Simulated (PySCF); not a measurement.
A structure optimised at B3LYP-D3(BJ)/def2-SVP, used in a PySCF frequency run:

```
C
O 1 1.2756
H 2 0.9799 1 114.62
C 1 1.4698 2 116.00 3 177.83
H 4 1.0978 1 111.80 2 18.95
H 4 1.1003 5 112.26 1 -125.71
H 4 1.1098 5 108.35 6 -117.10
C 1 1.4739 2 121.47 3 -2.28
H 8 1.0996 1 113.46 2 14.95
H 8 1.1018 9 110.77 1 -124.83
H 8 1.1086 9 108.93 10 -116.00
```
Charge +1, spin multiplicity 1.

Question: Write its SMILES and formula.

Answer: CC(C)=[OH+], C3H7O

Question: What are its rotational constants (standard atomic weights)?

Answer: 9.7853, 8.3660, 4.7771 GHz
